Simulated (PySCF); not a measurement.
**From a computed spectrum to the compound**

A species of 16 atoms with charge 0 has these harmonic modes (PBE0, small Gaussian bases with core potentials, PySCF 2.14.0):

| cm⁻¹ | km/mol | symmetry |
| --- | --- | --- |
| 42 | 42.9 | a'' |
| 87 | 0.0 | e'' |
| 87 | 0.0 | e'' |
| 131 | 7.1 | e' |
| 131 | 7.1 | e' |
| 174 | 0.0 | a'' |
| 488 | 130.8 | e' |
| 488 | 130.8 | e' |
| 498 | 0.0 | a' |
| 533 | 0.0 | a' |
| 562 | 8.4 | e' |
| 562 | 8.4 | e' |
| 596 | 0.0 | e'' |
| 596 | 0.0 | e'' |
| 602 | 0.0 | a'' |
| 1088 | 0.0 | a' |
| 1092 | 11.4 | e' |
| 1092 | 11.4 | e' |
| 1104 | 50.7 | a'' |
| 1111 | 0.0 | e'' |
| 1111 | 0.0 | e'' |
| 1225 | 290.4 | e' |
| 1225 | 290.4 | e' |
| 1250 | 0.0 | a' |
| 1267 | 27.8 | e' |
| 1267 | 27.8 | e' |
| 1271 | 0.0 | a' |
| 1272 | 0.0 | e'' |
| 1272 | 0.0 | e'' |
| 1276 | 11.9 | a'' |
| 2240 | 0.0 | e'' |
| 2240 | 0.0 | e'' |
| 2240 | 0.0 | a' |
| 2243 | 233.4 | e' |
| 2243 | 233.4 | e' |
| 2252 | 446.5 | a'' |
| 2326 | 0.0 | a' |
| 2339 | 126.2 | e' |
| 2339 | 126.2 | e' |
| 2657 | 142.4 | e' |
| 2657 | 142.4 | e' |
| 2659 | 0.0 | a' |

Problem. Which species is it, and in which structure?

Solution. Er(BH4)3 (singlet in the valence; each metal's 4f electrons, 11 of them, lie in its core potential, out of spins and levels):
```xyz
16

Er    0.0000    0.0000    0.0000
B     2.4122    0.0144    0.0000
H     3.6156   -0.0169    0.0000
H     1.9074   -0.5683    0.9976
H     1.9074   -0.5683   -0.9976
H     1.9395    1.1695    0.0000
B    -1.2186    2.0818    0.0000
H    -1.7932    3.1397    0.0000
H    -0.4615    1.9360    0.9976
H    -0.4615    1.9360   -0.9976
H    -1.9826    1.0949    0.0000
B    -1.1936   -2.0962    0.0000
H    -1.8224   -3.1228    0.0000
H    -1.4459   -1.3677    0.9976
H    -1.4459   -1.3677   -0.9976
H     0.0431   -2.2644    0.0000
```
Ideal gas at 298.15 K and 1 bar: S = 402.2 J/(mol K), Cp = 138.7 J/(mol K), H − H(0 K) = 26.6 kJ/mol (rigid rotor, harmonic modes, spin degeneracy alone, that of the 4f electrons in the core included; the modes under 60 cm⁻¹ make these uncertain). An lcecp potential fixes the number of 4f electrons, so in runs with it no electron can move into or out of that shell.
 This is one of several that fit.
